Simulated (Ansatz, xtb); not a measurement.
## Isomers of ClGaH3NO in order of energy

3 gas-phase structures of ClGaH3NO, found in a search over its isomers (lower ones may exist). Each was relaxed with GFN2-xTB:

A. `[NH2][Ga]([OH])[Cl]`, a singlet
B. `N[O][GaH][Cl]`, a singlet
C. `[Cl][Ga@@H-]1[NH2+][O]1`, a singlet

Task: Which do you expect lowest at r2SCAN-D4/def2-SVP//GFN2-xTB, and how would the others follow?

Result: Calculated order at r2SCAN-D4/def2-SVP//GFN2-xTB: A (0.0), C (55.3), B (59.0) kcal/mol.

Energies above the lowest of each column, in kcal/mol; the last columns are at r2SCAN-D4/def2-SVP geometries:

```csv
structure,GFN2-xTB,HF/STO-3G,r2SCAN-D4/def2-SVP//GFN2-xTB,r2SCAN-D4/def2-SVP,CCSD(T)/def2-TZVP
A,0.0,0.0,0.0,0.0,0.0
C,47.6,27.3,55.3,54.7,59.7
B,46.8,41.4,59.0,58.8,64.5
```

Every level run on A puts it lowest or level with the lowest. Some further structures that were screened fall inside this span and aren't listed. Flexible structures stand in one conformer each, not always the lowest.

Programs: Ansatz 0.2.0, xtb 6.7.1.
